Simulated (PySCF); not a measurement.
A structure optimised at PBE0-D3(BJ)/def2-SVP (Å):
```
atom  x, y, z in Å
C1    -1.310   -0.965    0.668
C2    -1.019    0.069   -0.130
C3     0.336    0.572   -0.397
N4     0.602    1.554   -1.177
B5     1.638   -0.082    0.215
Cl6    2.070   -1.727   -0.193
Cl7    2.679    0.840    1.261
H8    -2.343   -1.280    0.832
H9    -0.530   -1.540    1.176
H10   -1.829    0.616   -0.632
H11   -0.257    1.922   -1.608
```

Charge 0, singlet.

Q: Which heavy atoms are bonded, and with what formal order?

A: C1–C2 1.34 Å (double); C2–C3 1.47 Å (single); C3–N4 1.28 Å (double); C3–B5 1.58 Å (single); B5–Cl6 1.75 Å (single); B5–Cl7 1.74 Å (single). Bonds to hydrogen (Å): C1–H8 1.09; C1–H9 1.09; C2–H10 1.10; N4–H11 1.03.

Q: Which species is it?

A: `[H]/N=C(\C=C)B(Cl)Cl`, C3H4BCl2N. Among its features: C=C double bond and three-coordinate boron.

Q: Name the point group.

A: C1 (no symmetry element, even within 0.4 Å).

Q: Classify the heavy atoms.

A: C1: terminal =CH2 carbon; C2: alkene CH carbon; C3: C=N carbon; N4: C=N nitrogen; B5: three-coordinate boron; Cl6/Cl7: chlorine bonded to B.

Q: What is the arrangement about N4?

A: It has 2 neighbours (C3, H11) and is bent (angle 110.8°).

Q: What is the arrangement about B5?

A: It has 3 neighbours (C3, Cl6, Cl7) and is planar (angles 120.4°, 120.2° and 119.4°, sum 360.0°, 0.02 Å off the plane of its three neighbours).

All values are computed, not measured.
